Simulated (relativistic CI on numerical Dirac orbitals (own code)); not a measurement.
**Al3+: computed level list**

These numbers are calculated, not measured: Dirac-Coulomb-Breit CI, separate exchange-only KLI orbitals for each configuration, QED by a radiative potential, valence Slater integrals scaled by 0.85, P86 correlation estimate, and configurations built on the next ion tied to the tabulated ionisation energy (semi-empirical) (own radial code, finite nucleus).

Configuration list (outside the closed core 1s2): 2s²2p⁶, 2s²2p⁵3s, 2s²2p⁵3p, 2s²2p⁵3d, 2s²2p⁵4s, 2s²2p⁵4p, 2s²2p⁵4d, 2s²2p⁵4f, 2s²2p⁴3s², 2s2p⁶3s, 2s²2p⁴3s3p, 2s2p⁶3p, 2s²2p⁴3p², 2s²2p⁴3s3d, 2s2p⁶3d, 2s²2p⁴3p3d. Levels of other configurations are missing.

```csv
No.,Configuration,Term,J,E (eV),%,Next component (%),Landé g
1,2s²2p⁶,¹S,0,0.000,100,,
2,2s²2p⁵3s,³P°,2,76.697,100,,1.501
3,2s²2p⁵3s,³P°,1,76.917,91,8 ¹P°,1.459
4,2s²2p⁵3s,³P°,0,77.117,100,,
5,2s²2p⁵3s,¹P°,1,77.629,91,8 ³P°,1.041
6,2s²2p⁵3p,³S,1,83.743,98,1 ³P,1.994
7,2s²2p⁵3p,³D,3,84.676,100,,1.334
8,2s²2p⁵3p,³D,2,84.768,85,12 ¹D,1.156
9,2s²2p⁵3p,³D,1,84.928,86,8 ¹P,0.598
10,2s²2p⁵3p,¹D,2,85.191,53,45 ³P,1.228
11,2s²2p⁵3p,¹P,1,85.358,58,27 ³P,1.067
12,2s²2p⁵3p,³P,2,85.454,52,35 ¹D,1.283
13,2s²2p⁵3p,³P,0,85.496,100,,
14,2s²2p⁵3p,³P,1,85.548,66,33 ¹P,1.343
15,2s²2p⁵3p,¹S,0,89.081,95,4 2s²2p⁵4p ¹S,
16,2s²2p⁵3d,³P°,0,94.333,100,,
17,2s²2p⁵3d,³P°,1,94.382,98,2 ³D°,1.484
18,2s²2p⁵3d,³P°,2,94.486,93,4 ³D°,1.473
19,2s²2p⁵3d,³F°,4,94.624,100,,1.250
20,2s²2p⁵3d,³F°,3,94.699,74,25 ¹F°,1.067
21,2s²2p⁵3d,³F°,2,94.850,74,16 ¹D°,0.770
22,2s²2p⁵3d,¹F°,3,94.933,54,35 ³D°,1.127
23,2s²2p⁵3d,³D°,1,95.223,89,10 ¹P°,0.561
24,2s²2p⁵3d,¹D°,2,95.249,48,26 ³F°,0.956
25,2s²2p⁵3d,³D°,3,95.281,63,22 ¹F°,1.224
26,2s²2p⁵3d,³D°,2,95.321,60,33 ¹D°,1.134
27,2s²2p⁵3d,¹P°,1,95.821,89,10 ³D°,0.956
28,2s²2p⁵4s,³P°,2,99.536,100,,1.501
29,2s²2p⁵4s,³P°,1,99.665,63,37 ¹P°,1.316
30,2s²2p⁵4s,³P°,0,99.957,100,,
31,2s²2p⁵4s,¹P°,1,100.076,63,37 ³P°,1.184
32,2s²2p⁵4p,³S,1,102.066,92,5 ³P,1.956
33,2s²2p⁵4p,³D,3,102.312,100,,1.334
34,2s²2p⁵4p,³D,2,102.369,69,24 ¹D,1.151
35,2s²2p⁵4p,¹P,1,102.453,41,38 ³D,0.914
36,2s²2p⁵4p,³P,2,102.504,67,33 ¹D,1.335
37,2s²2p⁵4p,³P,0,102.769,99,1 ¹S,
38,2s²2p⁵4p,³D,1,102.772,62,29 ¹P,0.737
39,2s²2p⁵4p,¹D,2,102.843,43,31 ³D,1.181
40,2s²2p⁵4p,³P,1,102.848,65,28 ¹P,1.394
41,2s²2p⁵4p,¹S,0,104.894,95,4 2s²2p⁵3p ¹S,
42,2s²2p⁵4d,³P°,0,105.741,100,,
43,2s²2p⁵4d,³P°,1,105.777,95,5 ³D°,1.449
44,2s²2p⁵4d,³P°,2,105.845,79,12 ³D°,1.419
45,2s²2p⁵4d,³F°,4,105.851,100,,1.250
46,2s²2p⁵4d,³F°,3,105.901,67,29 ¹F°,1.069
47,2s²2p⁵4d,³F°,2,105.986,45,33 ¹D°,0.887
48,2s²2p⁵4d,³D°,3,106.017,59,36 ¹F°,1.202
49,2s²2p⁵4d,³D°,1,106.217,83,13 ¹P°,0.601
50,2s²2p⁵4f,³D,1,106.335,100,,0.499
51,2s²2p⁵4d,³F°,2,106.339,55,27 ¹D°,0.845
52,2s²2p⁵4f,³D,2,106.339,66,33 ¹D,1.110
53,2s²2p⁵4f,³G,5,106.365,100,,1.200
54,2s²2p⁵4f,¹G,4,106.366,55,45 ³G,1.023
55,2s²2p⁵4d,³D°,2,106.368,48,32 ¹D°,1.182
56,2s²2p⁵4d,³D°,3,106.372,37,35 ¹F°,1.146
57,2s²2p⁵4f,³D,3,106.380,55,26 ³F,1.205
58,2s²2p⁵4f,³F,2,106.384,46,39 ¹D,0.874
59,2s²2p⁵4f,¹F,3,106.408,40,31 ³G,0.947
60,2s²2p⁵4f,³F,4,106.408,69,16 ³G,1.182
61,2s²2p⁵4d,¹P°,1,106.772,85,12 ³D°,0.950
62,2s²2p⁵4f,³D,3,106.802,45,31 ³F,1.177
63,2s²2p⁵4f,³G,3,106.805,69,17 ¹F,0.837
64,2s²2p⁵4f,³F,2,106.805,54,28 ¹D,0.849
65,2s²2p⁵4f,³G,4,106.805,38,31 ¹G,1.096
```

Energies count from the lowest computed level; ° marks odd parity.

The mean weight of the leading LS term, summed over parents, in these 65 levels is 75 %, and that of the leading jj configuration (from the same eigenvectors) 81 %.

Configurations that consist of the next ion and one excited electron were tied to the tabulated ionisation energy; Rydberg ones are usually within 1,000 to 3,000 cm⁻¹ and the lowest ones within about 6,000 (9,000 in d shells), while levels on excited terms of the next ion carry the error of that term, and the other configurations can be misplaced by 10,000 cm⁻¹ or more. Rates follow the energies as ν³ (E1, M1) or ν⁵ (E2), so rates, branching and lifetimes can be off by large factors. The fine structure of a lone outer electron comes out too small, for d and f at times inverted, and misplaced configurations move strength between like terms. 14 of the 16 excited levels that our extract of the measured tables holds in this range could be paired (the sources list more); they are missed by 1872 cm⁻¹ on average and 4392 at most, and levels without a partner can miss by more.

LS names give the leading component of a level, which can be under half, so a name can repeat, a term be missing and a line seem to break the LS rules.
